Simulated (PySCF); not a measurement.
## Optical rotation: `C[C@@H]([Se-])[C@@H](O)C(F)F`, [C4H7F2OSe]-, charge -1

Molfile (atoms numbered from 1):
```
C4H7F2OSe
     RDKit          3D

 15 14  0  0  0  0  0  0  0  0999 V2000
   -1.6723   -0.5530   -0.3409 C   0  0  0  0  0  0  0  0  0  0  0  0
   -0.7826    0.5907    0.0976 C   0  0  1  0  0  0  0  0  0  0  0  0
   -0.7675    0.7784    2.0678 Se  0  0  0  0  0  1  0  0  0  0  0  0
    0.6620    0.4948   -0.3956 C   0  0  1  0  0  0  0  0  0  0  0  0
    1.3915    1.6303   -0.0310 O   0  0  0  0  0  0  0  0  0  0  0  0
    1.3634   -0.7565    0.1473 C   0  0  0  0  0  0  0  0  0  0  0  0
    0.9623   -1.8867   -0.4998 F   0  0  0  0  0  0  0  0  0  0  0  0
    2.7044   -0.6953   -0.0776 F   0  0  0  0  0  0  0  0  0  0  0  0
   -1.3653   -1.4848    0.1276 H   0  0  0  0  0  0  0  0  0  0  0  0
   -2.6965   -0.3459   -0.0380 H   0  0  0  0  0  0  0  0  0  0  0  0
   -1.6368   -0.6723   -1.4256 H   0  0  0  0  0  0  0  0  0  0  0  0
   -1.1861    1.5382   -0.2759 H   0  0  0  0  0  0  0  0  0  0  0  0
    0.6823    0.4424   -1.4942 H   0  0  0  0  0  0  0  0  0  0  0  0
    1.1320    1.8164    0.8919 H   0  0  0  0  0  0  0  0  0  0  0  0
    1.2046   -0.8887    1.2246 H   0  0  0  0  0  0  0  0  0  0  0  0
  1  2  1  0
  2  3  1  0
  2  4  1  0
  4  5  1  0
  4  6  1  0
  6  7  1  0
  6  8  1  0
  1  9  1  0
  1 10  1  0
  1 11  1  0
  2 12  1  6
  4 13  1  6
  5 14  1  0
  6 15  1  0
M  CHG  1   3  -1
M  END
```

The calculation used PySCF 2.14.0, TDDFT CAM-B3LYP/aug-cc-pVDZ circular dichroism and optical rotation, one conformer, gas phase. Geometry: GFN2-xTB.

The molecule is flexible and this is one conformer; a measurement averages over conformers. The calculation is non-relativistic, which matters for the atoms heavier than Zn. For a gas-phase anion, states above the detachment energy (about 2.1 eV, taken as minus the energy of the highest occupied orbital) lie in the continuum and depend on the basis.

Stereocentres: C2 R, C4 S.

Problem. Give the optical rotatory dispersion at 633, 589.3, 546, 436 nm.

Solution. [α] in deg dm⁻¹ (g/mL)⁻¹:
| λ (nm) | origin-invariant length gauge | modified velocity gauge | length gauge (centre of mass) | isotropic polarisability (au) |
| --- | --- | --- | --- | --- |
| 633 | -86.7 | -79.9 | -90.6 | 116.5 |
| 589.3 | -110.2 | -102.8 | -115.0 | 118.3 |
| 546 | -147.1 | -139.6 | -153.2 | 120.8 |
| 436 | -560.4 | -568.1 | -574.9 | 137.2 |

The shortest wavelength is close to the first absorption, where this undamped response comes out too large.

Problem. And for the mirror image at 589.3 nm?

Solution. +110.2 deg dm⁻¹ (g/mL)⁻¹ (origin-invariant length gauge): the same size and the opposite sign.

Problem. What is the molar rotation [Φ] = [α]·M/100 of the geometry above at 589.3 nm?

Solution. With M = 188.07 g/mol, -207.2 deg cm² dmol⁻¹ (origin-invariant length gauge).

The first excitation lies at 3.30 eV (376 nm) with R = -6.5 × 10⁻⁴⁰ esu² cm² (velocity form).
